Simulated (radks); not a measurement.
Values are calculated unless marked as measured or tabulated.
Initial-state core-level shifts of neutral terbium when its valence configuration changes from [Xe] 4f9 6s2. Level of theory: Dirac Kohn-Sham, LDA (Slater exchange, Perdew-Wang correlation), spin-unpolarised, spherical densities, finite nucleus; open shells fill j = l - 1/2 first; Fermi nuclear charge, rms radius 5.06 fm (a radial shooting solver on a logarithmic mesh with Libxc functionals). Shifts are changes of the shell-averaged eigenvalues in eV (positive: less bound); the change of the density at the nucleus, which sets a Mossbauer isomer shift, is in e/bohr^3, on a base of 6.839e+05.

valence                       3p       4s       4p      5p  density at nucleus
4f9 5d0.5 6s1.5           +0.515   +0.528   +0.532  +0.562              -15.38
4f7 5d2 6s2              -16.266  -15.351  -15.014  -5.761              +78.85
4f9 5d1 6s1               +0.874   +0.896   +0.904  +0.966              -29.17
4f9 5d2                   +1.230   +1.270   +1.283  +1.399              -53.90
4f8 5d1 6s2               -7.493   -7.178   -7.040  -2.959              +36.55
4f8.5 5d0.5 6s1.5 6p0.5   -4.166   -4.045   -3.984  -2.109               +4.99
4f8 5d2 6s1               -6.072   -5.742   -5.598  -1.574               +1.52
